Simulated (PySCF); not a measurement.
# C₆ coefficients of unlike pairs at PBE0

Calculated with PySCF 2.14 from the dipole response of each species, C₆(A,B) = (3/π) ∫ α_A(iu) α_B(iu) du, in atomic units, from isotropic polarisabilities. For ions this is the dispersion term alone; charge-induced terms of lower order in 1/R come first.

```json
{"species": "Ca⁺", "configuration": "[Ar] 4s1 (2S)", "basis": "def2-TZVPPD (6s5p3d)", "relativity": "none", "α (bohr³)": "86.83", "C₆ (like pair)": "655.0"}
{"species": "V²⁺", "configuration": "[Ar] 3d3 (4F)", "basis": "dyall-av2z (16s12p7d2f)", "relativity": "none", "α (bohr³)": "4.444", "C₆ (like pair)": "13.32"}
{"species": "O⁺", "configuration": "[He] 2s2 2p3 (4S)", "basis": "aug-cc-pwCVQZ (9s8p6d4f2g)", "relativity": "none", "α (bohr³)": "2.641", "C₆ (like pair)": "5.148"}
```

Question: Estimate C₆ for V²⁺ with Ca⁺.

Answer: The integral gives 64.05. The combination rule 2 C_A C_B / (C_A α_B/α_A + C_B α_A/α_B) gives 59.40 and the geometric mean 93.40.

No spin-orbit coupling is included.

The other pairs:

```
   pair     C₆
O⁺, V²⁺  8.266
O⁺, Ca⁺  39.19
```
